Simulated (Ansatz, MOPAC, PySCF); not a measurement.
Scan of H2B, doublet: symmetric bend, bond length relaxed. Scanned: H-B-H angle. Other coordinates (B-H bond length) were minimised at PBE0/def2-TZVP. Each profile is relative to its own lowest point.

```
a / °       A     B      C
------  -----  ----  -----
169.77   37.2  11.1   38.1
158.05   25.5   5.7   25.7
151.08   17.1   2.5   17.0
141.44    6.6   0.0    6.4
131.08    0.0   1.8    0.0
118.78    1.8  12.0    2.9
110.41   10.6  24.5   12.9
98.28    36.5  51.1   40.9
87.57    74.2  85.5   80.8
79.42   113.5     —  121.8
69.73   173.7     —  183.2
60      250.1     —  258.9
```

Energies in kJ/mol.

Problem. Match the curves with the methods PM3, unrestricted, heats of formation in MOPAC 23.2.5; Ansatz (a quantum-chemistry and plane-wave program) with UHF/def2-SVP; unrestricted M06-2X/6-31G*, spherical d run with PySCF.

Solution. A is UKS-M06-2X/6-31G*; B is PM3; C is UHF/def2-SVP.

Dashes: no converged value, or the column stops at the first point that the program doubted or that broke a chosen test of continuity, which isn't proof of a fault.

The scan ran from 180.0 to 60.0; beyond the range shown the relaxed coordinates jump or full CI changes its symmetry label.
